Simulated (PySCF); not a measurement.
A run for PySCF: D3(BJ) and D4 dispersion corrections on iodoethane (SMILES CCI), a point of a torsion scan.

```python
from pyscf import gto
from pyscf.dispersion import dftd3, dftd4

mol = gto.M(
    atom='''
    C    -0.78651270    0.23652300    0.02484355
    C     0.56655337   -0.43987869   -0.03681693
    I     0.65161474   -2.22800133    1.18341985
    H    -1.19206971    0.22652919    1.03393045
    H    -1.50172788   -0.27925656   -0.61464954
    H    -0.69946311    1.26616923   -0.31644062
    H     0.82548829   -0.74405969   -1.04688532
    H     1.34888311    0.20444466    0.35748492
    ''',
    basis='def2-svp',
    charge=0, spin=0, verbose=0, max_memory=1800)
d3, d4 = {}, {}
for xc in ['hf', 'pbe', 'blyp', 'revpbe', 'tpss', 'r2scan', 'b3lyp', 'pbe0', 'bhlyp', 'camb3lyp', 'b2plyp']:
    d3[xc] = float(dftd3.DFTD3Dispersion(mol, xc=xc, version='d3bj', atm=False).get_dispersion()['energy'])
    print(f'D3(BJ) {xc:10s} {d3[xc]:14.8f} Eh')
for xc in ['hf', 'pbe', 'blyp', 'revpbe', 'tpss', 'r2scan', 'b3lyp', 'pbe0', 'bhlyp', 'camb3lyp', 'b2plyp']:
    d4[xc] = float(dftd4.DFTD4Dispersion(mol, xc={'camb3lyp': 'cam-b3lyp'}.get(xc, xc), atm=True).get_dispersion()['energy'])
    print(f'D4     {xc:10s} {d4[xc]:14.8f} Eh')
```

The log:

```
D3(BJ) hf            -0.04419582 Eh
D3(BJ) pbe           -0.00563975 Eh
D3(BJ) blyp          -0.01241185 Eh
D3(BJ) revpbe        -0.01442173 Eh
D3(BJ) tpss          -0.00720123 Eh
D3(BJ) r2scan        -0.00150289 Eh
D3(BJ) b3lyp         -0.01016408 Eh
D3(BJ) pbe0          -0.00492486 Eh
D3(BJ) bhlyp         -0.00811962 Eh
D3(BJ) camb3lyp      -0.00456450 Eh
D3(BJ) b2plyp        -0.00481896 Eh
D4     hf            -0.01846968 Eh
D4     pbe           -0.00502679 Eh
D4     blyp          -0.01128269 Eh
D4     revpbe        -0.01599367 Eh
D4     tpss          -0.00681922 Eh
D4     r2scan        -0.00115060 Eh
D4     b3lyp         -0.00820919 Eh
D4     pbe0          -0.00421297 Eh
D4     bhlyp         -0.00632268 Eh
D4     camb3lyp      -0.00427451 Eh
D4     b2plyp        -0.00349349 Eh
```

The run finished.

Cost: about 0.04 core-seconds (a rough figure).
